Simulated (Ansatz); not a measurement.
Geometry optimisation, Ansatz 0.2.0, RKS PBE0/def2-SVP.

Input file:

```yaml
crystal:
  periodic: [false, false, false]
  atoms:
    - { symbol: C, position_ang: [-0.7506, 0.7881, -1.0296] }
    - { symbol: C, position_ang: [-0.1065, -0.0486, -0.1339] }
    - { symbol: C, position_ang: [0.1199, -1.2888, 0.155] }
    - { symbol: Si, position_ang: [1.0109, -0.1082, 1.2618] }
    - { symbol: H, position_ang: [-1.3445, 0.2554, -1.8162] }
    - { symbol: H, position_ang: [-1.5222, 1.4736, -0.5087] }
    - { symbol: H, position_ang: [-0.0727, 1.4959, -1.5591] }
    - { symbol: H, position_ang: [-0.0085, -2.2758, -0.1412] }
    - { symbol: H, position_ang: [0.3466, -0.1896, 2.6632] }
    - { symbol: H, position_ang: [2.4107, -0.1531, 1.1116] }
basis:
  gaussian: { orbitals: def2-SVP }
hamiltonian:
  xc: pbe0
relax:
  f_tol: 0.015
  max_steps: 40
```

Run as:

```bash
$ ansatz run input.yaml --threads 1 --pin off --max-ram 2048MiB --backend cpu --events-out ev --progress --plain --runs-dir out
```

Question: Where does it end, and by what steps?

Answer: The run converged. After 5 steps the energy has fallen by 0.737 eV; H8 moved furthest, 0.24 Å.

| step | energy less start (eV) | largest force component (eV/Å) | accepted |
| --- | --- | --- | --- |
| 0 | 0.0000 | 3.348 | yes |
| 1 | -0.6132 | 1.286 | yes |
| 2 | -0.6981 | 0.836 | yes |
| 3 | -0.7346 | 0.152 | yes |
| 4 | -0.7367 | 0.035 | yes |
| 5 | -0.7368 | 0.012 | yes |

```xyz
10
Properties=species:S:1:pos:R:3
C -0.810 0.818 -1.082
C -0.072 -0.022 -0.109
C 0.142 -1.320 0.138
Si 1.008 -0.275 1.347
H -1.341 0.212 -1.833
H -1.543 1.455 -0.562
H -0.120 1.500 -1.604
H -0.168 -2.267 -0.313
H 0.505 -0.100 2.740
H 2.482 -0.053 1.281
```

Whether the end is a true minimum wasn't checked by a vibrational analysis.

Time of the run: 26 s on 1 thread of Intel(R) Xeon(R) Platinum 8259CL CPU @ 2.50GHz (Skylake/Cascade Lake), with other jobs on the host, peak memory 0.18 GiB.
